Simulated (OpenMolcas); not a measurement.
## Cr3+ in a point-charge field

Cr3+ among 4 point charges of -2.5 e arranged as a tetrahedron (Td), 1.9 Å from the ion.

| Quantity | Value |
| --- | --- |
| Program | OpenMolcas |
| Method | CASSCF |
| Basis | ANO-RCC-VDZP [5s4p2d1f] |
| Scalar Hamiltonian | DKH2, point nucleus |
| Active space | 3 electrons in 5 orbitals (3d) |
| State averaging | 2S+1 = 4 even, 10 roots; 2S+1 = 2 even, 40 roots |
| Spin-orbit coupling | state interaction with AMFI integrals over the reference wave functions |

The lowest spin-free states (labels of Td), above the lowest:

| State | Degeneracy | E (cm-1) | Free-ion L (%) |
| --- | --- | --- | --- |
| 4T1 | 3 | 0.0 | F (100) |
| 4T2 | 3 | 2142 | F (100) |
| 4A2 | 1 | 4741 | F (100) |
| 2E | 2 | 17089 | G (76) |
| 2T2 | 3 | 18209 | G (96) |
| 2T1 | 3 | 18461 | G (88) |
| 4T1 | 3 | 18708 | P (100) |
| 2A1 | 1 | 19365 | G (100) |
| 2T1 | 3 | 23414 | P (66) |
| 2T1 | 3 | 24286 | H (91) |
| 2T2 | 3 | 24329 | H (81) |
| 2E | 2 | 25069 | H (85) |
| 2T1 | 3 | 26408 | H (64) |
| 2E | 2 | 26994 | D (90) |
| 2T2 | 3 | 27516 | D (81) |
| 2T1 | 3 | 41058 | F (99) |
| 2T2 | 3 | 41175 | F (99) |
| 2A2 | 1 | 41518 | F (100) |
| 2T2 | 3 | 63612 | D (99) |
| 2E | 2 | 63956 | D (100) |

The lowest levels with spin-orbit coupling:

```csv
E (cm-1),Degeneracy,Label,2S+1,g
0.0,4,Γ8,4,
59.4,2,Γ7,4,1.32 1.32 1.32
391.6,4,Γ8,4,
632.4,2,Γ6,4,3.89 3.89 3.89
2322,2,Γ7,4,3.31 3.31 3.31
2359,4,Γ8,4,
2516,2,Γ6,4,1.90 1.90 1.90
2566,4,Γ8,4,
5078,4,Γ8,4,
17332,4,Γ8,2,
18291,2,Γ7,2,2.47 2.47 2.47
18554,4,Γ8,2,
18597,2,Γ6,2,0.61 0.61 0.61
18736,2,Γ6,4,2.67 2.67 2.67
18837,4,Γ8,4 (86 %),
18900,4,Γ8,2 (87 %),
19138,2,Γ7,4,2.65 2.65 2.65
19141,4,Γ8,4,
19650,2,Γ6,2,2.44 2.44 2.44
23576,2,Γ6,2,1.40 1.40 1.40
```

Powder χT (cm3 K/mol): 0.189 at 2 K, 0.228 at 10 K, 0.402 at 50 K, 0.586 at 100 K, 0.927 at 200 K, 1.22 at 300 K. The effective moment at 300 K is 2.828 √(χT) = 3.12 μB.

The lowest level has 2S+1 = 4, for which the spin-only value is χT = S(S+1) / 2 = 1.875 cm3 K/mol (g = 2). The computed 1.217 at 300 K differs by -0.658, through orbital momentum, spin-orbit coupling and any other state in reach. With a threefold ground state the orbital momentum is unquenched, so the spin-only value is not expected to hold.

A least-squares ligand-field fit to the states below 45000 cm-1, each weighted by its degeneracy and with a free common offset, gives 10Dq = -2623 cm-1 (negative for this site), B = 1115 cm-1 and C = 4250 cm-1 (C/B = 3.81), with an rms deviation of 86 cm-1.

An orbital triplet at a regular site is open to Jahn-Teller coupling, which can distort the site and quench the lowest spin-orbit gaps and is left out. Without dynamic correlation the repulsion within the d shell is too large (B by tens of per cent), so at a given field states of lower spin stand too high. The ground term spreads over less than 5000 cm-1, several times less than with real ligands, so orbital moments are less quenched and χT lies further from the spin-only value than at real sites. Point charges carry no covalency, so the field is a model and not that of real ligands. No measured value stands beside these numbers.
